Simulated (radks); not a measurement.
Spherical jellium clusters: N electrons in a uniform positive sphere of charge N and radius rs N^(1/3), rs = 2.05 bohr. Calculated with a radial shooting solver with Libxc functionals: non-relativistic Kohn-Sham, PBEsol, spin-polarised, spherical densities. Levels are named by radial order and angular momentum (1s, 1p, 1d, 2s, ...), and open shells are averaged over m.

N = 3, configuration 1s2 1p(up 1, down 0). This is the lowest configuration that the search found. Occupied and some empty levels:

level    occupation  eigenvalue (eV)  <r> (bohr)
1s up             1          -7.5159       2.547
1s down           1          -6.9888       2.474
1p up             1          -2.4031       4.068
1p down           0          -1.6410       4.130

Energy (eV): total 0.180320, kinetic 13.094, external -84.593, Hartree 37.155, exchange-correlation -15.175, background 49.699.
